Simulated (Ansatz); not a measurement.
Job for Ansatz (an electronic-structure program): U-CCSD(T)/def2-SVP on FISi (SMILES F[Si]I), a point of a bond scan (R = 2.173 Å). Elements past Kr take the def2 small-core potentials; no spin–orbit coupling. The run froze 15 orbitals, filled d shells among them.

Ansatz 0.2 input:
```yaml
crystal:
  periodic: [false, false, false]
  atoms:
    - {symbol: Si, position_ang: [0.72542197, 1.01948837, 1.18893518]}
    - {symbol: F, position_ang: [1.31335298, 2.56419975, -0.22238795]}
    - {symbol: I, position_ang: [-0.38875935, -0.63672280, -0.33842808]}
basis:
  gaussian:
    orbitals: def2-SVP
correlation: {method: ccsd_t, electrons: outside_noble_gas}
scf: {omitted_lower_state_checks: [cluster_reference]}
magnetization: {spin_polarized: true, initial_magnetization: 0}
```

Output:

```
WARN ansatz: RAYON_NUM_THREADS=1 ignored (pool sized by the plan → 1); use --threads N
Functional definition: HF
these checks for a lower state are left out or cut short: cluster_reference
integrals: 0.05 GiB planned
631 factors; integrals over basis functions are off by at most 6.8e-4 eV
mean field: 0.22 GiB planned
mean field evaluation 1: about -18631.7569 eV, gradient 2.6e1 eV
mean field evaluation 2: about -18631.7682 eV, gradient 2.6e1 eV
mean field evaluation 4: about -18634.9721 eV, gradient 1.6e0 eV
mean field evaluation 8: about -18635.0320 eV, gradient 3.1e-1 eV
mean field evaluation 16: about -18635.0348 eV, gradient 2.0e-6 eV
mean field evaluation 32: about -18635.0332 eV, gradient 6.7e-2 eV
mean field evaluation 64: about -18635.0346 eV, gradient 3.4e-2 eV
mean field -18635.03477571 eV, -684.8248967272 hartree, gradient 2.0e-6 eV, S^2 0.000000; 6 other end points of the search recorded, 0 dependent functions left out
15 core orbitals not correlated
reference -18635.03477571 eV, -684.8248967272 hartree; 9, 9 occupied and 34, 34 virtual orbitals, 631 factors
second order -10.01219282 eV of doubles, -0.00000000 eV of singles
coupled cluster: 0.13 GiB planned
cycle   1  -10.12646775 eV  change   -1.1e-1 eV  update   1.4e-1
cycle   2  -10.45381191 eV  change   -3.3e-1 eV  update   6.0e-2
cycle   3  -10.58759391 eV  change   -1.3e-1 eV  update   3.6e-2
cycle   4  -10.60262882 eV  change   -1.5e-2 eV  update   1.2e-2
cycle   5  -10.59378198 eV  change    8.8e-3 eV  update   5.8e-3
cycle   6  -10.59292849 eV  change    8.5e-4 eV  update   2.3e-3
cycle   7  -10.59358622 eV  change   -6.6e-4 eV  update   1.2e-3
cycle   8  -10.59327772 eV  change    3.1e-4 eV  update   4.9e-4
cycle   9  -10.59324074 eV  change    3.7e-5 eV  update   2.3e-4
cycle  10  -10.59336015 eV  change   -1.2e-4 eV  update   1.1e-4
cycle  11  -10.59330999 eV  change    5.0e-5 eV  update   5.0e-5
cycle  12  -10.59330384 eV  change    6.2e-6 eV  update   2.3e-5
cycle  13  -10.59330991 eV  change   -6.1e-6 eV  update   1.2e-5
perturbative correction -0.32347999 eV, -0.0118876703 hartree
Total energy: -18645.95156561 eV, -685.2260813562 hartree
Checks for a lower state left out: cluster_reference
```

The run converged.

Cost: very roughly 4 core-seconds.
